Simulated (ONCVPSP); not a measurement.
# P, ONCV: configuration errors across variants

ONCVPSP 4.0.1 input, shortened (lines: element, Z, core and valence counts, functional; n l f; lmax; l rc ep ncon nbas qcut; lloc lpopt rc5 dvloc0; l nproj debl; icmod fcfact rcfact), PBE, scalar-relativistic:

```
  P 15.00    3    2        4      upf
    1    0    2.00
    2    0    2.00
    2    1    6.00
    3    0    2.00
    3    1    3.00
    1
    0    1.50    0.00    4    7    4.40
    1    1.30    0.00    4    8    6.90
    4    1    0.95    0.00
    0    2    1.80
    1    2    2.50
    0    0.00    0.00
```

All-electron excitation energies from the reference (eV): (1) 3s2 3p2 9.730; (2) 3s2 3p1 28.877; (3) 3s2 3p0 58.616; (4) 3s1 3p0 110.621.

1 further variants failed, have other tests or too few solved ones, and are left out.

A true bound ghost makes a file unfit for plane-wave use even where its test errors are small: the radial tests pick states by their node count and pass the ghost by.

Errors AE − PS in meV (a dash: test not solved or not reliable):

| change | (1) | (2) | (3) | (4) | bound ghosts | GHOST(+) flags above zero |
| --- | --- | --- | --- | --- | --- | --- |
| base | -1.0 | -1.0 | +18 | +168 | p | s |
| all radii scaled by about 0.85 (s 1.28, p 1.10 bohr); local potential polynomial inside 0.80 bohr (lpopt 1, dvloc0 0 Ha) | -0.2 | +2.4 | +26 | +153 | p | s |
| all radii scaled by about 0.92 (s 1.38, p 1.20 bohr); local potential polynomial inside 0.88 bohr (lpopt 1, dvloc0 0 Ha) | -0.5 | +1.1 | +21 | +162 | p | s |
| all radii scaled by about 1.04 (s 1.56, p 1.36 bohr); local potential polynomial inside 0.98 bohr (lpopt 1, dvloc0 0 Ha) | -0.8 | +0.3 | +19 | +174 | none | s |
| all radii scaled by about 1.20 (s 1.80, p 1.56 bohr); local potential polynomial inside 1.14 bohr (lpopt 1, dvloc0 0 Ha) | -0.5 | +3.2 | +31 | +181 | none | s |
| all radii scaled by about 1.25 (s 1.88, p 1.62 bohr); local potential polynomial inside 1.18 bohr (lpopt 1, dvloc0 0 Ha) | -0.4 | +4.7 | +37 | +180 | none | none |
| all radii scaled by about 1.32 (s 1.98, p 1.72 bohr); local potential polynomial inside 1.26 bohr (lpopt 1, dvloc0 0 Ha) | -0.1 | +7.0 | +47 | +177 | none | s |

Task: Give the same row for: all radii scaled by about 1.09 (s 1.64, p 1.42 bohr); local potential polynomial inside 1.04 bohr (lpopt 1, dvloc0 0 Ha).

Result: -0.7, +1.0, +22, +177; bound ghosts: none; GHOST(+) flags above zero: s.
